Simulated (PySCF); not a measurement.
Compound: CH7ClSi2.
SMILES: `C[SiH2][SiH2]Cl`

Computed, not measured: EOM-IP-CCSD/aug-cc-pVDZ in PySCF, restricted Hartree–Fock reference, 16 core orbitals frozen, non-relativistic, gas phase, PBE0-D3(BJ)/def2-SVP geometry.

Hartree–Fock orbital energies give these Koopmans values (eV): HOMO 10.65, HOMO-1 12.07, HOMO-2 12.63, HOMO-3 12.87, HOMO-4 13.12, HOMO-5 14.21, HOMO-6 14.23, HOMO-7 15.50.

Task: What vertical ionisation energies does EOM-IP-CCSD give?

Result: 
```csv
leading hole (HF orbital),Koopmans (eV),EOM-IP-CCSD (eV),change (eV),one-hole share
HOMO,10.65,9.99,-0.66,0.96
HOMO-1,12.07,11.21,-0.86,0.95
HOMO-2,12.63,11.73,-0.90,0.95
HOMO-3,12.87,12.05,-0.82,0.94
HOMO-4,13.12,12.18,-0.94,0.95
HOMO-5,14.21,13.26,-0.95,0.94
HOMO-6,14.23,13.32,-0.91,0.94
HOMO-7,15.50,14.49,-1.01,0.95
```

Task: Does the order of the lines follow the orbital energies?

Result: Yes, no two lines change places. The corrections run from -1.01 to -0.66 eV, with a mean of -0.88 eV over the 8 lines; no line lies above its Koopmans value.

Task: At what kinetic energies would He I light (21.22 eV) eject these electrons?

Result: 11.23 eV (HOMO), 10.01 eV (HOMO-1), 9.49 eV (HOMO-2), 9.17 eV (HOMO-3), 9.04 eV (HOMO-4), 7.96 eV (HOMO-5), 7.90 eV (HOMO-6), 6.73 eV (HOMO-7).

Task: What total energy has the lowest final state, and which wavelength reaches it?

Result: E(CCSD) + ionisation energy = -1079.94942 + 0.36695 = -1079.58247 Eh, at the geometry of the initial state. The threshold wavelength is 1239.84 eV nm/9.99 eV = 124.1 nm.

Lines less than 0.15 eV apart could change places at a higher level. One root was sought for each valence orbital with −ε under 21 eV, eight at most, so deeper holes and satellites are missing; no vibrational structure.

Shape of the structure used: `[CH3:1][SiH2:2][SiH2:3][Cl:4]`: C1–Si2–Si3–Cl4 -178°.

One conformer stands for the species.
